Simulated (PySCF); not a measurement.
Mo(CO)6 (C6MoO6), SMILES [C-](#[O+])->[Mo](<-[C-]#[O+])(<-[C-]#[O+])(<-[C-]#[O+])(<-[C-]#[O+])<-[C-]#[O+], multiplicity 1.

The structure is a stationary point at PBE0-D3(BJ)/def2-SVP. The spin state was assumed, not searched. The isomer is the one that the SMILES or the coordinates give; other isomers of the formula were not compared. The def2 effective core potentials stand for the cores of Mo; spin–orbit coupling is left out.

These are PBE/def2-SVP run with PySCF values and carry that method's errors.

Symmetry labels are those of the subgroup D2h that the program uses (full group Oh).

### Question
List the valence orbital energies around the gap with their symmetry. (Estimate from the structure and the level; the computed values follow.)

### Answer

| orbital | symmetry | energy (eV) |
|---|---|---|
| HOMO−7 | B2g | -11.37 |
| HOMO−6 | B3g | -11.37 |
| HOMO−5 | B1u | -9.89 |
| HOMO−4 | B2u | -9.89 |
| HOMO−3 | B3u | -9.89 |
| HOMO−2 | B1g | -6.26 |
| HOMO−1 | B2g | -6.26 |
| HOMO | B3g | -6.26 |
| LUMO | B1u | -2.57 |
| LUMO+1 | B2u | -2.57 |
| LUMO+2 | B3u | -2.57 |
| LUMO+3 | B1u | -2.00 |
